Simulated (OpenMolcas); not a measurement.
Pm3+ among 6 point charges of -1.5 e arranged as an octahedron (Oh).

- Program: OpenMolcas
- Method: CASSCF
- Basis: ANO-RCC-VTZP [8s7p5d3f2g1h]
- Scalar Hamiltonian: DKH2, point nucleus
- Active space: 4 electrons in 7 orbitals (4f)
- State averaging: 2S+1 = 5 even, 35 roots (32 in the spin-orbit step); 2S+1 = 3 even, 117 roots kept (CI in the orbitals of an earlier block, 106 in the spin-orbit step); 2S+1 = 1 even, 75 roots kept (CI in the orbitals of an earlier block, 31 in the spin-orbit step)
- Spin-orbit coupling: RASSI with atomic mean-field integrals over the reference wave functions

All point charges move together. At R = 2.26 Å the width of the lowest J multiplet is 300 cm-1, and at R = 2.7 Å it is 127 cm-1.

Problem. A third run gives 180 cm-1. What distance was it run at?

Solution. With a power law R^-n the two known points give n = -ln(127 / 300) / ln(2.7 / 2.26) = 4.83. Then R = 2.26 × (300 / 180)^(1/4.83) = 2.512 Å. The run was at 2.51 Å, so the estimate is off by +0.002 Å.

High states are left out of the spin-orbit mixing, which shifts the levels that they would mix with. Point charges carry no covalency, so the field is a model and not that of real ligands. No measured value stands beside these numbers.
